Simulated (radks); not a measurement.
The numbers below are computed, except where a source is named.
Ionisation of the rhodium ion Rh+, [Kr] 4d8, to [Kr] 4d7 as the strength of local exchange is varied. Code: a radial shooting solver on a logarithmic mesh with Libxc functionals. Model: scalar-relativistic Kohn-Sham, Slater X-alpha exchange (alpha = 2/3 is LDA exchange), no correlation, spin-polarised, spherical densities, point nucleus; open shells are filled with parallel spins first (spin-orbit coupling, left out, can overturn this in heavy ions).

alpha  E(Rh+) (hartree)  exchange (hartree)  IE (eV)  -e of the level emptied (eV)  <r> of it (bohr)
0.625       -4766.95745          -121.13270   16.690                   11.204 (4d)             1.595
0.667       -4775.11954          -129.49718   17.264                   11.708 (4d)             1.577
0.819       -4804.77684          -160.00358   19.463                   13.665 (4d)             1.516
0.823       -4805.55980          -160.81134   19.523                   13.720 (4d)             1.515
0.883       -4817.31951          -172.95824   20.445                   14.551 (4d)             1.492
0.916       -4823.79964          -179.66336   20.964                   15.022 (4d)             1.480
0.92        -4824.58570          -180.47728   21.028                   15.080 (4d)             1.479
0.928       -4826.15820          -182.10586   21.156                   15.196 (4d)             1.476

NIST Atomic Spectra Database: 18.080 eV (semi-empirical). The Delta-SCF value meets it near alpha = 0.72. Open shells are spherical and high-spin; term and fine-structure splittings are not resolved.
